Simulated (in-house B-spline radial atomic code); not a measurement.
# PBE hybrid excitations of Nb5+

Method: PBE hybrid with 0.2 exact exchange. Computed with a B-spline radial code for spherical atoms: linear response of the closed shell [Ar] 3d10 4s2 4p6 with the functional's adiabatic kernel; scalar-relativistic (spin-free one-electron X2C), finite nucleus, no spin-orbit coupling, no double excitations, S, P, D and F terms only; shells from n = 2 respond. Only terms of natural parity with L up to 3 were computed.

Command:
```bash
python run_td.py task.json out
```
Settings (radii: box in bohr, nucleus in fm):
```
Z                        41
electrons                36
configuration            [Ar] 3d10 4s2 4p6
hamiltonian              x2c
method                   pbeh
box_radius               16.35
exact_exchange_fraction  0.2
rms_radius               4.324
intervals                71
```

Cost of the run: 3.1 s on 1 thread of Arm Neoverse N1, on a shared host.

The lowest states, in the order of their Tamm-Dancoff energies; the method's threshold (minus the highest occupied level) is 95.96 eV. Labels give the largest channel, * marks a mixed state, and oscillator strengths are full-response dipole values. Semilocal kernels can invert the small singlet-triplet splittings of Rydberg terms. Energies in eV:

| state | full response | Tamm-Dancoff | oscillator strength |
| --- | --- | --- | --- |
| 4p → 4d 3P | 34.42 | 34.51 | - |
| 4p → 4d 3F | 34.87 | 35.01 | - |
| 4p → 4d 1F | 37.54 | 37.56 | - |
| 4p → 4d 1P | 45.97 | 47.57 | 5.56 |
| 4p → 5s 3P | ? | ? | - |
| 4p → 5s 1P | 49.58 | 49.61 | 0.562 |
| 4p → 5p 3S | 55.78 | 55.80 | - |
| 4p → 5p 3D | 56.47 | 56.48 | - |
| 4p → 5p 1D | 56.86 | 56.86 | - |
| 4p → 5p 1S | 59.20 | 59.39 | - |
| 4s → 4d 3D | 61.19 | 61.25 | - |
| 4s → 4d 1D | 64.54 | 64.60 | - |
| 4p → 4f 3D | 66.31 | 66.31 | - |
| 4p → 5d 3P | 67.56 | 67.57 | - |
| 4p → 5d 3F | ? | ? | - |
| 4p → 5d 1F | 68.07 | 68.08 | - |

(1) Where does 4p → 5d 3F lie?

(2) Where does 4p → 5s 3P lie?

(3) How large is the singlet-triplet splitting of 4p → 4d (F terms) in Tamm-Dancoff?

(4) What polarisabilities and dispersion coefficient does the method give?

Answers

(1) At 67.72 eV in full response, 67.73 eV in Tamm-Dancoff.

(2) At 48.93 eV in full response, 48.94 eV in Tamm-Dancoff.

(3) 2.55 eV, from the unrounded values.

(4) Dipole 2.277 bohr³, quadrupole 3.786 bohr⁵, C6 7.168 hartree·bohr⁶ for two such species.
